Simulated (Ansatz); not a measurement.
Breaking a bond: SMILES [BeH2] (H2Be). The Be1–H3 bond (Be1 also carries H; H3 carries nothing else) is pulled apart rigidly from the PBE0/def2-TZVP optimised geometry.

Methods: RKS-PBE = restricted PBE/cc-pVQZ (Ansatz, a program for electronic structure); RKS-PBE0 = restricted PBE0/cc-pVQZ run with Ansatz; UKS-PBE = Ansatz with unrestricted PBE/cc-pVQZ; UKS-PBE0 = Ansatz with unrestricted PBE0/cc-pVQZ; UCCSD(T) = Ansatz with CCSD(T) on UHF/cc-pVQZ, frozen core; FCI = full CI/cc-pVQZ, frozen core (Ansatz).

Cost and accuracy over the 22 points of the scan, with FCI as yardstick. Costs are rough ratios of core time within Ansatz on shared cores, each with its mean field (Kohn-Sham runs search longer for lower solutions than correlated ones do); the miss is the largest error against full CI of the curve after the mean shift, in kJ/mol.

Q: Which is the cheapest of these levels that stays within 15 kJ/mol of FCI?

A: UKS-PBE.

```
level     relative cost  largest error
--------  -------------  -------------
RKS-PBE               1           84.5
RKS-PBE0              1          130.9
UKS-PBE               2           13.3
UKS-PBE0              2           16.0
UCCSD(T)             10            3.7
```

Costs within a factor of two of each other count as equal.

The restricted form behind RKS-PBE, RKS-PBE0 keeps the bonding electrons paired and can't separate into open-shell fragments. The unrestricted determinant behind UKS-PBE is spin-contaminated at 2.97 to 4.68 Å (<S²> up to 1.0, against 0.00 for a pure singlet). The unrestricted determinant behind UKS-PBE0 is spin-contaminated at 2.64 to 4.68 Å (<S²> up to 1.0, against 0.00 for a pure singlet). The unrestricted determinant behind UCCSD(T) is spin-contaminated at 2.18 to 4.68 Å (<S²> up to 1.0, against 0.00 for a pure singlet).
